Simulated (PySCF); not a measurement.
Below is a simulated gas-phase Si 2p photoelectron spectrum of `[SiH3]Br`.

Every computed line was given a Gaussian of 0.8 eV full width at half maximum and an area set by the number of equivalent atoms (split 2:1 within a doublet); the highest printed point is 100. Method used: PySCF 2.14.0, delta-SCF UKS SCAN, pcX-3 on the ionised atom, pcseg-2 elsewhere, spin-free X2C.

```tsv
binding energy (eV)	intensity
106.7	0
106.8	1
106.9	2
107.0	5
107.1	10
107.2	18
107.3	29
107.4	43
107.5	60
107.6	76
107.7	89
107.8	98
107.9	100
108.0	97
108.1	90
108.2	82
108.3	74
108.4	65
108.5	56
108.6	47
108.7	37
108.8	27
108.9	19
109.0	12
109.1	7
109.2	4
109.3	2
109.4	1
109.5	0
109.6	0
```

How many maxima does the curve show, and how many computed lines lie under it?

The curve has 1 maximum (at 107.9 eV). Under it lie 2 lines from 1 inequivalent silicon site, drawn as a 2p3/2, 2p1/2 pair. At this width some lines have no maximum of their own.

Decompose the envelope and assign each component. Numbering: `[SiH3:1][Br:2]`.

```tsv
position (eV)	relative area	line	atoms	environment
107.81	0.67	Si 2p3/2	Si1	SiH3 silicon
108.44	0.33	Si 2p1/2	Si1	SiH3 silicon
```

What are the centre and the root-mean-square width of the whole band?

The area-weighted mean of the lines is 108.02 eV. Their own spread about it is 0.30 eV (rms) and each Gaussian has σ = 0.8/2.355 = 0.34 eV; the variances add, which gives 0.45 eV.

No satellites, vibrations or lifetime broadening are included. The 2p values aren't plain energy differences: one relaxed spin-free 2p hole is combined with a matrix within the shell (ground-state 2p orbital-energy differences and spin–orbit coupling). 2p3/2, the mean of its two sublevels, lies a third of the splitting below the shell's mean and 2p1/2 two thirds above it; the statistical areas are 2:1. 2p1/2 minus 2p3/2 (ligand field included): Si 0.63 eV. Isolated species at its PBE0-D3(BJ)/def2-TZVP geometry, gas phase.
